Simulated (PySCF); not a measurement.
C2H7OSi, charge -1, multiplicity 1.

```xyz
11

C      0.1653    -0.8708    -1.5100
Si    -0.3008     0.2320     0.0000
C      0.1653    -0.8708     1.5100
O      0.3103     1.7023     0.0000
H     -0.3244    -1.8598    -1.4557
H      1.2565    -1.0291    -1.5570
H     -0.1420    -0.3884    -2.4524
H     -1.8351     0.1376     0.0000
H      1.2565    -1.0291     1.5570
H     -0.1420    -0.3884     2.4524
H     -0.3244    -1.8598     1.4557
```
Charge -1, spin multiplicity 1.

Geometry optimised at B3LYP-D3(BJ)/def2-SVPD. The multiplicity is an assumed one; no other spin state was optimised. The isomer is the one that the SMILES or the coordinates give; other isomers of the formula were not compared.

All values below come from PBE0/pcSseg-1 (PySCF). Non-relativistic, no solvent.

Computed absolute GIAO shielding of each atom: isotropic value and principal components (ppm):
| atom | σ(iso) | σ11 | σ22 | σ33 | span |
|---|---|---|---|---|---|
| C1 | 176.5 | 166.7 | 175.3 | 187.5 | 20.8 |
| Si2 | 400.1 | 326.5 | 340.1 | 533.6 | 207.1 |
| C3 | 176.5 | 166.7 | 175.3 | 187.5 | 20.8 |
| O4 | 199.6 | 159.1 | 206.8 | 232.9 | 73.8 |
| H5 | 32.2 | 28.6 | 30.7 | 37.4 | 8.9 |
| H6 | 31.9 | 29.0 | 30.3 | 36.4 | 7.5 |
| H7 | 31.7 | 28.7 | 29.1 | 37.5 | 8.8 |
| H8 | 25.9 | 23.3 | 23.5 | 30.8 | 7.5 |
| H9 | 31.9 | 29.0 | 30.3 | 36.4 | 7.5 |
| H10 | 31.7 | 28.7 | 29.1 | 37.5 | 8.8 |
| H11 | 32.2 | 28.6 | 30.7 | 37.4 | 8.9 |
